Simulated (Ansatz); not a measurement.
Total energies of FeMe2 (C₂H₆Fe) from Ansatz at r2SCAN-D4/def2-TZVP, gas phase (1 Eh = 27.2114 eV = 2625.5 kJ/mol). The reference geometry is relaxed at PBE0-D4/def2-TZVP.

```tsv
state	geometry	energy (Eh)
charge 0 quintet	reference	-1343.45938
charge 1 sextet	reference	-1343.14850
free Fe atom (quintet)	–	-1263.63547
free C atom (triplet)	–	-37.83292
free H atom (doublet)	–	-0.49993
```

(1) Work out the vertical ionisation energy to the sextet.

(2) What is the binding energy per atom against free atoms?

(1) E(charge 1 sextet) − E(charge 0 quintet) = -1343.14850 − (-1343.45938) = 0.31088 Eh = 8.46 eV. For comparison, −ε of the highest occupied level of the spin that leaves is 5.03 eV at this level, 3.43 eV less.

(2) Atoms: 1 × (-1263.63547) + 2 × (-37.83292) + 6 × (-0.49993) = -1342.30089 Eh. Binding: -1342.30089 − (-1343.45938) = 1.15849 Eh = 31.52 eV, or 3.50 eV for each of 9 atoms (no zero-point energy, no counterpoise term).

 The singlet lies 2.33 eV above the quintet at this level but is left out (at the level of its geometry, restricted singlet whose occupied levels cross empty ones at other levels, untested at these). The triplet lies 1.18 eV above the quintet at this level but is left out (at the level of its geometry, ⟨S²⟩ 3.01, where a pure state has 2.00).
